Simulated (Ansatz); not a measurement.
Reaction (substitution at a C–Si bond): `C[SiH2][SiH](F)Cl` + `C[NH][SnH2][OH]` → `C[NH][SnH2][O]C` + `F[SiH]([SiH3])Cl`

Computed with Ansatz on PBE0-D4/def2-TZVP structures; ΔE is electronic, products minus reactants. CBS: MP2 limit from def2 TZ/QZ plus the TZ coupled-cluster correction, frozen cores. Functionals use def2-TZVPP. B3LYP here is the variant with VWN-RPA as its local correlation; programs differ in this. def2 core potentials past Kr. For Sn outer-core shells are correlated without core-valence functions, which leaves a few kJ/mol of doubt a bond. Each species was taken in one conformer, which may not be the lowest.

```
             level  ΔE (kJ/mol)  difference from CCSD(T)/CBS
            PBE-D4        100.5                         -0.8
          B3LYP-D4         95.9                         -5.4
           ωB97X-V         96.4                         -4.9
           ωB97M-V        101.9                          0.6
            r2SCAN        101.9                          0.6
             B3LYP         95.7                         -5.6
     HF/def2-TZVPP         88.1                        -13.2
    MP2/def2-TZVPP        106.4                          5.1
SCS-MP2/def2-TZVPP         99.2                         -2.1
   CCSD/def2-TZVPP         97.7                         -3.6
CCSD(T)/def2-TZVPP         98.5                         -2.8
     HF/def2-QZVPP         87.9                        -13.4
    MP2/def2-QZVPP        107.9                          6.6
      HF/CBS(def2)         87.8                        -13.5
     MP2/CBS(def2)        109.2                          7.9
    CCSD/CBS(def2)        100.5                         -0.8
       CCSD(T)/CBS        101.3                            0
```

Largest T1 diagnostic among the species: 0.013.

In def2-TZVPP, CCSD(T) changes the Hartree–Fock value by +10.4 kJ/mol (the triples alone add +0.8 kJ/mol) and MP2 by +18.3 kJ/mol.
